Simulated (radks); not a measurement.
Question: Species: Xe XXI. Configuration: [Ar] 3d10 4s2 4p4 (the NIST ground configuration). All-electron calculation, Dirac Kohn-Sham, PBEsol, spin-unpolarised, spherical densities, finite nucleus; open shells fill j = l - 1/2 first; Fermi nuclear charge, rms radius 4.7859 fm. Program: a radial shooting solver on a logarithmic mesh with Libxc functionals. Some entries of the table are withheld. Estimate them.

orbital  occ.  eigenvalue (hartree)  <r^2> (bohr^2)
1s1/2       2             -1282.329       0.0009644
2s1/2       2             -216.9116         0.01541
2p1/2       2             -205.1401             (1)
2p3/2       4             -193.1987             (2)
3s1/2       2                   (3)          0.1053
3p1/2       2             -54.89371             (4)
3p3/2       4             -52.57290             (5)
3d3/2       4                   (6)         0.08843
3d5/2       6                   (7)         0.09056
4s1/2       2             -24.56968          0.4763
4p1/2       2             -22.69658             (8)
4p3/2       2             -22.08165             (9)

Answer: 
(1) 2p1/2 <r^2> (bohr^2): 0.01137
(2) 2p3/2 <r^2> (bohr^2): 0.01264
(3) 3s1/2 eigenvalue (hartree): -59.76930
(4) 3p1/2 <r^2> (bohr^2): 0.09969
(5) 3p3/2 <r^2> (bohr^2): 0.1072
(6) 3d3/2 eigenvalue (hartree): -44.06224
(7) 3d5/2 eigenvalue (hartree): -43.56469
(8) 4p1/2 <r^2> (bohr^2): 0.4927
(9) 4p3/2 <r^2> (bohr^2): 0.5192
